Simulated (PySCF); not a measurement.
HfO2, SMILES [O]=[Hf]=[O], multiplicity 1. Heavy atoms are numbered as in [Hf:1](=[O:2])=[O:3].

The structure is a stationary point at PBE-D3(BJ)/def2-TZVP. The multiplicity is an assumed one; other spin states were not compared. The isomer is the one that the SMILES or the coordinates give; other isomers of the formula were not compared. The def2 effective core potentials stand for the cores of Hf; spin–orbit coupling is left out.

All values below come from PBE/def2-TZVPD (PySCF).

Mulliken values depend strongly on the basis, most of all with diffuse functions as here. ESP charges are fitted to the potential on shells at 1.4 to 2.0 van der Waals radii. Atomic charges (e), one atom of each kind:

```json
[
 {"atom": "Hf1", "ESP fit": "?", "Mulliken": "1.18"},
 {"atom": "O2", "ESP fit": "?", "Mulliken": "-0.59"}
]
```

Task: Fill in the missing entries. (An estimate is asked for; the answer gives what the named calculation found.)

Result: 
- Hf1, ESP fit: 1.47
- O2, ESP fit: -0.74
